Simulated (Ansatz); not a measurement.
`[OH][Al]([F])[CH2][SeH]` and `[OH][Al]([F])[O][SiH3]` differ in one atom or group.

Ansatz, PBE0-D4/def2-TZVP geometries, multiplicity 1. Each molecule was computed in one conformer, which needn't be the lowest. `[OH][Al]([F])[CH2][SeH]` holds a close contact that its SMILES doesn't draw: Se···Al 2.74 Å.

Scalar relativity is left out up to krypton. Spin–orbit coupling is left out; it splits and shifts lone-pair levels of the heavy atoms by tenths of an eV.

```
                               property  `[OH][Al]([F])[CH2][SeH]`
  HOMO–LUMO gap (B3LYP/def2-TZVPP) / eV                       5.76
    HOMO energy (B3LYP/def2-TZVPP) / eV                      -6.76
     LUMO energy (PBE0/def2-TZVPP) / eV                      -0.74
   HOMO–LUMO gap (PBE0/def2-TZVPP) / eV                       6.25
  LUMO energy (ωB97M-V/def2-TZVPP) / eV                       0.98
HOMO–LUMO gap (ωB97M-V/def2-TZVPP) / eV                      10.10
```

**Question.** What does the change do to each property? (An estimate is asked.)

**Answer.** Ansatz gave: 
```csv
property,`[OH][Al]([F])[O][SiH3]`,shift
HOMO–LUMO gap (B3LYP/def2-TZVPP) / eV,7.49,1.73
HOMO energy (B3LYP/def2-TZVPP) / eV,-8.75,-1.99
LUMO energy (PBE0/def2-TZVPP) / eV,-0.94,-0.20
HOMO–LUMO gap (PBE0/def2-TZVPP) / eV,8.02,1.77
LUMO energy (ωB97M-V/def2-TZVPP) / eV,0.64,-0.34
HOMO–LUMO gap (ωB97M-V/def2-TZVPP) / eV,11.91,1.81
```

With PBE0 the HOMO falls by 1.97 eV and the LUMO falls by 0.20 eV, so the gap widens by about 1.77 eV. PBE moves the HOMO by -1.66 eV and ωB97M-V by -2.15 eV.

B3LYP here is the variant with VWN-RPA as its local correlation; programs differ in this.
